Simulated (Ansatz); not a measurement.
`BCN=C=C` + `C=N` → `BN=C` + `C=C=NC` at 500 K and 1 bar (ligand exchange at a B–C bond).

Computed with Ansatz on PBE0-D4/def2-TZVP structures; ΔE is electronic, products minus reactants. CCSD(T)/CBS adds triple-zeta CCSD(T) − MP2 to the extrapolated MP2 energy (def2 sets, frozen cores). This one scheme is used for every species. Each species was taken in one conformer, which may not be the lowest.

| species | CCSD(T)/CBS energy (Eh) | H − E (kJ/mol) | S (J/(mol·K)) |
| --- | --- | --- | --- |
| `BCN=C=C` | -197.17509 | 260.2 | 387.0 |
| `C=N` | -94.52360 | 124.2 | 249.5 |
| `BN=C` | -119.93970 | 162.4 | 290.1 |
| `C=C=NC` | -171.80321 | 224.4 | 334.9 |

H − E and S are ideal-gas, rigid-rotor, harmonic terms from PBE0-D4/def2-TZVP, for one conformer and one mirror image of each species. 1 Eh = 2625.50 kJ/mol, R = 8.31446 J/(mol·K).

Task: By hand: ΔE, ΔH, ΔS and ΔG.

Result: ΔE = (-119.93970) + (-171.80321) − (-197.17509) − (-94.52360) = -0.04422 Eh = -116.1 kJ/mol. Δ(H − E) = 162.4 + 224.4 − 260.2 − 124.2 = 2.4, so ΔH = -113.7 kJ/mol. ΔS = 290.1 + 334.9 − 387.0 − 249.5 = -11.5 J/(mol·K). ΔG = -113.7 − 500 × (-11.5)/1000 = -108.0 kJ/mol.

Task: By hand: the equilibrium constant, and the temperature at which ΔG would vanish if ΔH and ΔS stayed fixed.

Result: log₁₀ K = −ΔG/(RT ln 10) = 11.3. ΔG = 0 at ΔH/ΔS = 9887 K, far beyond where these terms or the molecules hold.

The number of gas molecules stays the same, so ΔS is small and ΔH decides. A doubt of 5 kJ/mol in ΔE shifts log₁₀ K by 0.5 here. Other conformers and mirror images would add mixing entropy, several J/(mol·K) or more a flexible species. Modes under 60 cm⁻¹, often nearly free rotors, make the harmonic entropy too high. These are equilibria of isolated gas molecules and say nothing of rates. Largest T1 diagnostic: 0.016 (customary marks: 0.02 for closed shells, 0.045 for open ones).
